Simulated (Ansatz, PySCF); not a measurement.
Process, species as SMILES: CC(=O)O[Si](F)(F)F + 2 C (CH4) + O (H2O) + 3 [SiH4] (SiH4) -> C=O (CH2O) [formaldehyde] + CC (C2H6) [ethane] + CO (CH4O) [methanol] + 3 F[SiH3] + O[SiH3]
Structures are relaxed separately at B3LYP-D3(BJ)/def2-TZVP in Ansatz (a first-principles code), one conformer each, not searched for the lowest. Frequencies are from Ansatz or PySCF.

Property: bond separation energy (0 K, with B3LYP-D3(BJ) harmonic zero-point energies), in kcal/mol. Valence correlation only, unless marked. Spin-orbit coupling is left out. No relativistic terms. CBS(X,Y): correlation extrapolated as X^-3; Hartree-Fock from the larger set. [CCSD(T)-MP2]/basis is that difference in the basis named.

RI-MP2/CBS(cc-pV(T+d)Z,cc-pV(Q+d)Z)+[CCSD(T)-MP2]/cc-pV(T+d)Z (Ansatz) gives 63.7 kcal/mol.

Another calculation gave 58.8 kcal/mol. Which level was it?
A. wB97M-V/def2-TZVPD (Ansatz)
B. BLYP/def2-TZVPD (Ansatz)
C. SVWN5/def2-TZVPD (Ansatz)
D. B2PLYP/def2-TZVPD (Ansatz)

B, BLYP/def2-TZVPD (Ansatz). The others give 65.1 (wB97M-V), 62.3 (B2PLYP), 73.7 (SVWN5) kcal/mol.
